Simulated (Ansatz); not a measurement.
Reaction (redistribution): `O=C[SiH]([SiH3])Cl` + `C[NH][SnH2][OH]` → `CN[SiH]([SiH3])Cl` + `O=[CH][SnH2][OH]`

Calculated with Ansatz (gas phase, PBE0-D4/def2-TZVP geometries, no zero-point term in ΔE). CCSD(T)/CBS is the MP2 limit (def2-TZVPP, def2-QZVPP) plus CCSD(T) − MP2 in def2-TZVPP, frozen cores. Functionals use def2-TZVPP. def2 core potentials past Kr. For Sn outer-core shells are correlated without core-valence functions, which leaves a few kJ/mol of doubt a bond. Each species was taken in one conformer, which may not be the lowest.

(1) Is it downhill or uphill in electronic energy at CCSD(T)/CBS, and by how much? (Estimate.)

(2) What do these levels give: r2SCAN-D4, PBE, CCSD(T)/def2-TZVPP, MP2/def2-QZVPP, SCS-MP2/def2-QZVPP, HF/CBS(def2)? (Best estimate.)

Largest T1 diagnostic among the species: 0.016.

Results:

(1) Computed: Downhill: ΔE = -50.5 kJ/mol.

(2) Ansatz gave: r2SCAN-D4 -56.9, PBE -52.3, CCSD(T)/def2-TZVPP -52.0, MP2/def2-QZVPP -50.6, SCS-MP2/def2-QZVPP -49.0, HF/CBS(def2) -51.1 kJ/mol.

The D4 term adds −3.3 kJ/mol with B3LYP and −1.8 kJ/mol with PBE0; it sums over pairs of atoms, weighted by their polarisabilities, and B3LYP, whose exchange is more repulsive, gets the larger term.

B3LYP here is the variant with VWN-RPA as its local correlation; programs differ in this.
